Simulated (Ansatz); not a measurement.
Calculation: B3LYP-D3(BJ)/def2-TZVP (Ansatz, a quantum-chemistry and plane-wave program). No frequencies were computed at this level.

Ansatz 0.2 input:
```yaml
crystal:
  periodic: [false, false, false]
  atoms:
    - { symbol: C, position_ang: [-1.266285, -0.012677, -0.0598] }
    - { symbol: C, position_ang: [0.006784, -0.394834, -0.190337] }
    - { symbol: C, position_ang: [1.094803, 0.313809, 0.408138] }
    - { symbol: S, position_ang: [2.652101, -0.135811, 0.260965] }
    - { symbol: H, position_ang: [-2.073655, -0.55769, -0.517283] }
    - { symbol: H, position_ang: [-1.534122, 0.861246, 0.5119] }
    - { symbol: H, position_ang: [0.268605, -1.272745, -0.765506] }
    - { symbol: H, position_ang: [0.851773, 1.198701, 0.990328] }
basis:
  gaussian: { orbitals: def2-tzvp }
hamiltonian:
  xc: b3lyp
  dispersion: d3bj
relax:
  max_steps: 150
```

Output:

```
Functional definition: B3LYP
987 factors; their error is unknown
mean field evaluation 1: about -14002.0062 eV, gradient 6.4e1 eV
mean field evaluation 2: about -13982.2793 eV, gradient 1.0e2 eV
mean field evaluation 4: about -14012.2466 eV, gradient 9.7e0 eV
mean field evaluation 8: about -14012.5164 eV, gradient 2.9e-1 eV
mean field evaluation 16: about -14012.5198 eV, gradient 2.2e-4 eV
mean field -14012.51978154 eV, -514.9506039446 hartree, gradient 4.0e-5 eV, S^2 0.000000; 0 other end points of the search recorded, 0 dependent functions left out
reference -14012.52002006 eV, -514.9506127102 hartree; 19, 19 occupied and 135, 135 virtual orbitals, 987 factors
relax step   1: F+E_penalty+E_count = -14012.81025331 eV  Δ(F+E_penalty+E_count) = +0.000e0 eV  max|allowed force component| = 5.536e-1 eV/Å  Δτ_max = 0.0000 Å  (29 SCF iters, accepted)
these checks for a lower state are left out or cut short: starts, cluster_reference, orbital_swaps, neighbouring_geometries, increment
987 factors; their error is unknown
mean field -14012.52879500 eV, -514.9509351830 hartree, gradient 1.8e-5 eV, S^2 0.000000; 0 other end points of the search recorded, 0 dependent functions left out
reference -14012.52903414 eV, -514.9509439712 hartree; 19, 19 occupied and 135, 135 virtual orbitals, 987 factors
relax step   2: F+E_penalty+E_count = -14012.81853203 eV  Δ(F+E_penalty+E_count) = -8.279e-3 eV  max|allowed force component| = 3.044e-1 eV/Å  Δτ_max = 0.0212 Å  (33 SCF iters, accepted)
these checks for a lower state are left out or cut short: starts, cluster_reference, orbital_swaps, neighbouring_geometries, increment
987 factors; their error is unknown
mean field evaluation 32: about -14012.5313 eV, gradient 1.8e-5 eV
mean field -14012.53128417 eV, -514.9510266585 hartree, gradient 1.8e-5 eV, S^2 0.000000; 0 other end points of the search recorded, 0 dependent functions left out
reference -14012.53152367 eV, -514.9510354597 hartree; 19, 19 occupied and 135, 135 virtual orbitals, 987 factors
relax step   3: F+E_penalty+E_count = -14012.82070938 eV  Δ(F+E_penalty+E_count) = -2.177e-3 eV  max|allowed force component| = 7.206e-2 eV/Å  Δτ_max = 0.0193 Å  (33 SCF iters, accepted)
these checks for a lower state are left out or cut short: starts, cluster_reference, orbital_swaps, neighbouring_geometries, increment
987 factors; their error is unknown
mean field -14012.53129089 eV, -514.9510269054 hartree, gradient 1.8e-5 eV, S^2 0.000000; 0 other end points of the search recorded, 0 dependent functions left out
reference -14012.53153038 eV, -514.9510357065 hartree; 19, 19 occupied and 135, 135 virtual orbitals, 987 factors
relax step   4: F+E_penalty+E_count = -14012.82072165 eV  Δ(F+E_penalty+E_count) = -1.227e-5 eV  max|allowed force component| = 6.562e-2 eV/Å  Δτ_max = 0.0031 Å  (36 SCF iters, accepted)
these checks for a lower state are left out or cut short: starts, cluster_reference, orbital_swaps, neighbouring_geometries, increment
987 factors; their error is unknown
mean field -14012.53114654 eV, -514.9510216004 hartree, gradient 1.8e-5 eV, S^2 0.000000; 0 other end points of the search recorded, 0 dependent functions left out
reference -14012.53138606 eV, -514.9510304026 hartree; 19, 19 occupied and 135, 135 virtual orbitals, 987 factors
relax step   5: F+E_penalty+E_count = -14012.82060539 eV  Δ(F+E_penalty+E_count) = +1.163e-4 eV  max|allowed force component| = 6.648e-2 eV/Å  Δτ_max = 0.0105 Å  (35 SCF iters, rejected (line search))
these checks for a lower state are left out or cut short: starts, cluster_reference, orbital_swaps, neighbouring_geometries, increment
987 factors; their error is unknown
mean field -14012.53141143 eV, -514.9510313351 hartree, gradient 1.8e-5 eV, S^2 0.000000; 0 other end points of the search recorded, 0 dependent functions left out
reference -14012.53165090 eV, -514.9510401354 hartree; 19, 19 occupied and 135, 135 virtual orbitals, 987 factors
relax step   6: F+E_penalty+E_count = -14012.82094059 eV  Δ(F+E_penalty+E_count) = -2.189e-4 eV  max|allowed force component| = 6.320e-3 eV/Å  Δτ_max = 0.0052 Å  (36 SCF iters, accepted)
987 factors; their error is unknown
mean field evaluation 64: about -14012.2899 eV, gradient 9.2e0 eV
mean field -14012.53141143 eV, -514.9510313351 hartree, gradient 1.8e-5 eV, S^2 0.000000; 1 other end points of the search recorded, 0 dependent functions left out
reference -14012.53165090 eV, -514.9510401354 hartree; 19, 19 occupied and 135, 135 virtual orbitals, 987 factors
Total energy: -14012.82118006 eV, -514.9616801359 hartree
Atom 0 at    -1.264043    -0.009399    -0.057335 Å, force    -0.001891     0.001177    -0.001093 eV/Å
Atom 1 at     0.005304    -0.407962    -0.199463 Å, force     0.001628     0.000140    -0.001259 eV/Å
Atom 2 at     1.107146     0.305019     0.403344 Å, force     0.006320    -0.002801     0.003252 eV/Å
Atom 3 at     2.673928    -0.108071     0.281812 Å, force    -0.005418     0.001427    -0.000704 eV/Å
Atom 4 at    -2.084173    -0.548800    -0.511951 Å, force     0.000230     0.000376     0.000366 eV/Å
Atom 5 at    -1.514605     0.872307     0.520795 Å, force     0.001069    -0.001273     0.000718 eV/Å
Atom 6 at     0.253177    -1.290031    -0.778860 Å, force    -0.000282     0.000146     0.000605 eV/Å
Atom 7 at     0.823270     1.186937     0.980062 Å, force    -0.001656     0.000808    -0.001885 eV/Å
Dipole moment:    -0.601332     0.062081    -0.019477 e Å
```

Cost: roughly 18 core-seconds.
